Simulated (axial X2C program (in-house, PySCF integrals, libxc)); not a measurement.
## Potential curves of PdN, two-component

Calculated with an in-house relativistic program for diatomic molecules. Two-component (2c) means X2C with spin–orbit coupling and atomic mean-field two-electron Coulomb and Gaunt terms. Basis: Pd dyall-cv3z [12s12p8d5f3g], N dyall-av3z [7s7p3d2f] (cores contracted in-house); Gaussian nuclei, density fitting, unrestricted open shells. Masses: Pd 105.903 u, N 14.003 u.

State: Ω = 3/2 (⟨Sz⟩ = 1.49, ⟨Lz⟩ = 0.01 at PBE0). Energies in eV from the fragments at the same level (Pd + N). Fits are polynomials in 1 − R0/R over 0.85 to 1.23 times the lowest point R0.

```
 R (Å)     PBE0
1.5686  -1.3206
1.6407  -1.7829
1.6948  -1.9733
1.7489  -2.0668
1.8030  -2.0888
1.8661  -2.0498
1.9292  -1.9632
2.0103  -1.8088
2.1095  -1.5871
2.2538  -1.2533
```

One determinant describes the state; a PBE0 search over occupations chose it and may have missed a lower one. Dissociation energies refer to the lowest single-determinant-based atoms at the same level and basis. Density functionals use the spin component along the axis (collinear). PBE0 can misorder states that lie within some tenths of an eV, so this need not be the ground state of the molecule. The nearest other 2c determinant of the search, Ω = 1/2, lies 0.34 eV up at the distance of the search. With several unpaired electrons one determinant need not be a pure state. This is the top spin component of a Σ state; components of lower Ω are not single determinants and can lie lower.

(1) Fit the PBE0 curve near its minimum: give the equilibrium distance, the harmonic wavenumber and the well depth.

## Answers

(1) At PBE0, 2c: Re = 1.796 Å, ωe ≈ 636 cm⁻¹, De = 2.09 eV to Pd + N; Be follows as 0.423 cm⁻¹.
